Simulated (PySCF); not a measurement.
Species, as SMILES: F[C]Cl (closed-shell singlet).
Geometry (B3LYP-D3(BJ)/def2-TZVP, fixed):
```
C
F 1 1.2975
Cl 1 1.7557 2 106.70
```

How fast the lowest singlet excitation energy converges with the basis for several methods (PySCF): deviation from each method's own reference, in eV. References: CAM-B3LYP 3.533 eV, the value in aug-pcseg-3; PBE 3.531 eV, the value in aug-pcseg-3; PBE0 3.563 eV, the value in aug-pcseg-3. All functions are spherical. Density fitting with generated auxiliary sets. No added dispersion term, no relativity. Tamm-Dancoff approximation, the state taken by its order.

| basis | functions | CAM-B3LYP | PBE | PBE0 |
|---|---|---|---|---|
| STO-3G | 19 | … | 0.258 | 0.148 |
| def2-SVP | 46 | … | 0.046 | 0.024 |
| def2-SV(P) | 46 | … | 0.046 | 0.024 |
| 6-31G** | 46 | … | 0.130 | 0.103 |
| cc-pV(D+d)Z | 51 | … | 0.066 | 0.053 |
| def2-SVPD | 70 | … | 0.002 | -0.010 |
| aug-pcseg-1 | 73 | … | 0.070 | 0.072 |
| def2-TZVPP | 104 | … | 0.027 | 0.022 |
| jun-cc-pV(T+d)Z | 126 | … | 0.008 | 0.008 |
| def2-TZVPPD | 128 | … | 0.009 | 0.006 |
| def2-QZVP | 184 | … | 0.008 | 0.006 |
| def2-QZVPPD | 208 | … | 0.006 | 0.005 |

Complete the blanks.


- STO-3G, CAM-B3LYP: 0.090
- def2-SVP, CAM-B3LYP: 0.011
- def2-SV(P), CAM-B3LYP: 0.011
- 6-31G**, CAM-B3LYP: 0.086
- cc-pV(D+d)Z, CAM-B3LYP: 0.038
- def2-SVPD, CAM-B3LYP: -0.011
- aug-pcseg-1, CAM-B3LYP: 0.064
- def2-TZVPP, CAM-B3LYP: 0.024
- jun-cc-pV(T+d)Z, CAM-B3LYP: 0.008
- def2-TZVPPD, CAM-B3LYP: 0.007
- def2-QZVP, CAM-B3LYP: 0.005
- def2-QZVPPD, CAM-B3LYP: 0.004

Mean absolute deviation over def2-TZVPP, jun-cc-pV(T+d)Z, def2-TZVPPD: PBE0 0.012, CAM-B3LYP 0.013, PBE 0.014 eV.
